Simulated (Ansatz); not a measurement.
A short molecular-dynamics run on Pt₃H₂⁺.

```yaml
crystal:
  periodic: [false, false, false]
  atoms:
    - {symbol: Pt, position_ang: [-0.719988, -1.096434, -0.354227]}
    - {symbol: Pt, position_ang: [0.001620, 1.003266, 0.916382]}
    - {symbol: Pt, position_ang: [1.334521, 0.173228, -1.044120]}
    - {symbol: H, position_ang: [-0.773566, 1.872079, -0.036166]}
    - {symbol: H, position_ang: [0.157424, -1.952149, 0.518131]}
basis:
  gaussian: {orbitals: def2-SVP}
total_charge: 1
magnetization: {spin_polarized: true, initial_magnetization: 1}
hamiltonian: {xc: {name: BLYP}, dispersion: d3bjatm}
md: {timestep: 1 fs, n_steps: 20, ensemble: nve, temperature: 500, initial_velocities: maxwell_boltzmann, seed: 975}
scf: {omitted_lower_state_checks: [starts]}
```

```sh
$ ansatz run in.yaml --threads 2 --pin off --events-out ev --progress --plain --max-ram 4352MiB
```

```tsv
step	time (fs)	potential energy (eV)	kinetic (eV)	T (K)	conserved (eV)
0	0.0	-9766.6771	0.1939	500	-9766.4832
1	1.0	-9766.6869	0.2030	524	-9766.4838
2	2.0	-9766.6889	0.2049	528	-9766.4841
3	3.0	-9766.6796	0.1958	505	-9766.4838
4	4.0	-9766.6631	0.1799	464	-9766.4832
5	5.0	-9766.6481	0.1653	426	-9766.4827
6	6.0	-9766.6421	0.1595	411	-9766.4826
7	7.0	-9766.6474	0.1646	424	-9766.4829
8	8.0	-9766.6596	0.1761	454	-9766.4835
9	9.0	-9766.6693	0.1853	478	-9766.4840
10	10.0	-9766.6686	0.1845	476	-9766.4841
11	11.0	-9766.6572	0.1738	448	-9766.4835
12	12.0	-9766.6443	0.1615	417	-9766.4828
13	13.0	-9766.6403	0.1577	407	-9766.4826
14	14.0	-9766.6473	0.1642	423	-9766.4831
15	15.0	-9766.6580	0.1743	449	-9766.4837
16	16.0	-9766.6631	0.1792	462	-9766.4840
17	17.0	-9766.6584	0.1747	450	-9766.4838
18	18.0	-9766.6468	0.1635	422	-9766.4833
19	19.0	-9766.6353	0.1525	393	-9766.4829
20	20.0	-9766.6308	0.1481	382	-9766.4827
```

Velocities are drawn at the set temperature; a run this short doesn't reach equilibrium.

In the def2 sets Pt takes a core potential; there is no spin–orbit coupling.

Frames (Å, forces in eV/Å):

```xyz
5
time=0.0 fs
Pt   -0.720   -1.096   -0.354   -1.056   -0.617   -0.554
Pt    0.002    1.003    0.916    0.193    0.505    1.229
Pt    1.335    0.173   -1.044    0.913    0.119   -0.714
H    -0.774    1.872   -0.036   -0.379    0.478   -0.353
H     0.157   -1.952    0.518    0.329   -0.484    0.392
5
time=1.0 fs
Pt   -0.719   -1.096   -0.355   -0.768   -0.877   -0.263
Pt    0.001    1.004    0.918    0.140    0.549    1.143
Pt    1.335    0.172   -1.045    0.908    0.108   -0.694
H    -0.752    1.861   -0.068   -0.334    0.439   -0.295
H     0.156   -1.958    0.549    0.054   -0.219    0.110
5
time=2.0 fs
Pt   -0.719   -1.096   -0.355   -0.486   -1.133    0.039
Pt    0.000    1.005    0.920    0.015    0.675    0.949
Pt    1.335    0.172   -1.047    0.899    0.099   -0.672
H    -0.733    1.855   -0.103   -0.214    0.313   -0.132
H     0.154   -1.966    0.581   -0.214    0.046   -0.185
5
time=3.0 fs
Pt   -0.719   -1.096   -0.355   -0.263   -1.334    0.297
Pt   -0.001    1.005    0.921   -0.140    0.840    0.694
Pt    1.335    0.171   -1.048    0.887    0.091   -0.649
H    -0.716    1.851   -0.139   -0.063    0.144    0.093
H     0.151   -1.974    0.611   -0.422    0.258   -0.435
5
time=4.0 fs
Pt   -0.718   -1.096   -0.356   -0.121   -1.457    0.479
Pt   -0.002    1.006    0.923   -0.282    0.998    0.431
Pt    1.336    0.170   -1.049    0.872    0.086   -0.627
H    -0.700    1.849   -0.174    0.081   -0.023    0.325
H     0.144   -1.979    0.638   -0.549    0.396   -0.608
5
time=5.0 fs
Pt   -0.718   -1.096   -0.356   -0.065   -1.498    0.571
Pt   -0.003    1.007    0.925   -0.387    1.116    0.206
Pt    1.336    0.170   -1.051    0.856    0.083   -0.604
H    -0.683    1.847   -0.206    0.189   -0.155    0.519
H     0.131   -1.981    0.658   -0.592    0.453   -0.692
5
time=6.0 fs
Pt   -0.717   -1.096   -0.357   -0.092   -1.455    0.568
Pt   -0.003    1.007    0.927   -0.443    1.179    0.046
Pt    1.337    0.169   -1.052    0.839    0.082   -0.581
H    -0.664    1.843   -0.233    0.251   -0.236    0.648
H     0.113   -1.978    0.672   -0.555    0.430   -0.682
5
time=7.0 fs
Pt   -0.717   -1.096   -0.357   -0.198   -1.331    0.467
Pt   -0.004    1.008    0.929   -0.448    1.180   -0.035
Pt    1.337    0.168   -1.053    0.824    0.083   -0.556
H    -0.643    1.837   -0.254    0.263   -0.259    0.698
H     0.090   -1.971    0.679   -0.441    0.327   -0.574
5
time=8.0 fs
Pt   -0.717   -1.096   -0.357   -0.376   -1.127    0.266
Pt   -0.005    1.009    0.930   -0.405    1.121   -0.033
Pt    1.338    0.167   -1.055    0.809    0.083   -0.529
H    -0.619    1.828   -0.268    0.228   -0.224    0.663
H     0.062   -1.961    0.680   -0.257    0.147   -0.367
5
time=9.0 fs
Pt   -0.716   -1.097   -0.357   -0.606   -0.859   -0.019
Pt   -0.006    1.010    0.932   -0.320    1.006    0.053
Pt    1.338    0.167   -1.056    0.797    0.083   -0.500
H    -0.594    1.817   -0.276    0.153   -0.133    0.544
H     0.032   -1.949    0.679   -0.023   -0.096   -0.077
5
time=10.0 fs
Pt   -0.716   -1.097   -0.358   -0.850   -0.563   -0.347
Pt   -0.007    1.011    0.934   -0.205    0.842    0.213
Pt    1.339    0.166   -1.058    0.784    0.081   -0.469
H    -0.566    1.805   -0.278    0.046    0.004    0.349
H     0.001   -1.939    0.676    0.225   -0.364    0.255
5
time=11.0 fs
Pt   -0.715   -1.097   -0.358   -1.049   -0.302   -0.637
Pt   -0.008    1.012    0.936   -0.074    0.646    0.425
Pt    1.339    0.165   -1.059    0.770    0.078   -0.435
H    -0.539    1.793   -0.278   -0.076    0.172    0.100
H    -0.027   -1.932    0.676    0.428   -0.594    0.546
5
time=12.0 fs
Pt   -0.715   -1.098   -0.358   -1.139   -0.150   -0.789
Pt   -0.009    1.013    0.938    0.051    0.446    0.649
Pt    1.340    0.165   -1.061    0.753    0.073   -0.400
H    -0.512    1.783   -0.276   -0.193    0.341   -0.162
H    -0.051   -1.930    0.681    0.528   -0.711    0.701
5
time=13.0 fs
Pt   -0.715   -1.098   -0.359   -1.093   -0.155   -0.742
Pt   -0.010    1.015    0.939    0.144    0.280    0.825
Pt    1.341    0.164   -1.062    0.731    0.068   -0.364
H    -0.486    1.776   -0.276   -0.277    0.475   -0.376
H    -0.071   -1.935    0.693    0.496   -0.667    0.657
5
time=14.0 fs
Pt   -0.715   -1.098   -0.359   -0.934   -0.302   -0.510
Pt   -0.011    1.016    0.941    0.186    0.183    0.892
Pt    1.342    0.163   -1.064    0.702    0.062   -0.328
H    -0.464    1.773   -0.279   -0.309    0.534   -0.482
H    -0.085   -1.947    0.711    0.355   -0.478    0.428
5
time=15.0 fs
Pt   -0.715   -1.099   -0.360   -0.719   -0.526   -0.173
Pt   -0.012    1.017    0.943    0.172    0.175    0.819
Pt    1.342    0.163   -1.066    0.667    0.059   -0.292
H    -0.444    1.776   -0.287   -0.283    0.502   -0.448
H    -0.096   -1.964    0.733    0.163   -0.208    0.094
5
time=16.0 fs
Pt   -0.715   -1.099   -0.360   -0.511   -0.755    0.174
Pt   -0.013    1.018    0.945    0.116    0.244    0.619
Pt    1.343    0.162   -1.067    0.628    0.058   -0.257
H    -0.428    1.783   -0.300   -0.213    0.385   -0.287
H    -0.105   -1.982    0.756   -0.020    0.068   -0.248
5
time=17.0 fs
Pt   -0.715   -1.100   -0.360   -0.347   -0.937    0.460
Pt   -0.014    1.019    0.947    0.041    0.361    0.344
Pt    1.344    0.161   -1.069    0.587    0.060   -0.222
H    -0.413    1.795   -0.315   -0.120    0.218   -0.052
H    -0.115   -2.000    0.777   -0.160    0.297   -0.531
5
time=18.0 fs
Pt   -0.715   -1.100   -0.361   -0.242   -1.045    0.653
Pt   -0.015    1.020    0.949   -0.031    0.487    0.056
Pt    1.345    0.161   -1.070    0.545    0.065   -0.187
H    -0.399    1.808   -0.330   -0.030    0.039    0.198
H    -0.126   -2.014    0.792   -0.242    0.454   -0.720
5
time=19.0 fs
Pt   -0.715   -1.101   -0.361   -0.200   -1.073    0.740
Pt   -0.016    1.022    0.951   -0.083    0.592   -0.196
Pt    1.346    0.160   -1.072    0.507    0.072   -0.152
H    -0.386    1.821   -0.344    0.041   -0.119    0.412
H    -0.140   -2.025    0.801   -0.265    0.529   -0.804
5
time=20.0 fs
Pt   -0.715   -1.101   -0.362   -0.216   -1.018    0.718
Pt   -0.017    1.023    0.953   -0.110    0.656   -0.382
Pt    1.347    0.159   -1.074    0.472    0.078   -0.116
H    -0.372    1.834   -0.354    0.086   -0.237    0.560
H    -0.156   -2.030    0.802   -0.232    0.520   -0.781
```

It took 67 s on 2 threads of Intel Xeon 6975P-C on a shared host.
